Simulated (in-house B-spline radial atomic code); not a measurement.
Configurations of Cs⁺, with energies counted from [Kr] 4d10 5s2 5p6. Method: scalar-relativistic (X2C) CAM-B3LYP, spin-polarised, spherical fractional occupations, exact exchange averaged over the configuration, Fermi nucleus of rms radius 4.8041 fm. Calculated with an all-electron radial atomic-structure program (B-spline basis). Shells without spins written out take the highest spin.

Occupations are held fixed; configurations that lie above the ionisation limit could autoionise.

```csv
configuration,E - E(ref) (eV),highest orbital,its <r> (bohr)
[Kr] 4d10 5s2 5p5 6f1,21.486,6f up,16.82
[Kr] 4d10 5s1 5p6 5d1,29.047,5d up,3.295
[Kr] 4d9 5s2 5p6 6p1,81.404,6p up,5.39
[Ar] 3d10 4s2 4p5 4d10 5s2 5p6 6s1,168.39,6s up,4.357
[Ar] 3d9 4s2 4p6 4d10 5s2 5p6 6p1,731.9,6p up,5.366
[Ar] 3d9 4s2 4p6 4d10 5s2 5p6 6d1,734.86,6d up,8.11
```

(1) Order these further configurations by energy, lowest first.
A. [Ar] 3d10 4s2 4p5 4d10 5s2 5p6 5f1
B. [Ar] 3d9 4s2 4p6 4d10 5s2 5p6 5f1
C. [Ar] 3d10 4s2 4p5 4d10 5s2 5p6 6f1
D. [Kr] 4d10 5s1 5p6 5f1
E. [Ar] 3d10 4s2 4p5 4d10 5s2 5p6 6p1

(2) How far above the reference does [Kr] 4d10 5s1 5p6 6d1 lie?

Results:

(1) D (35.351 eV), E (171.01 eV), A (174.97 eV), C (176.13 eV), B (735.86 eV).

(2) 34.029 eV; its least bound orbital is 6d up with <r> = 8.234 bohr.
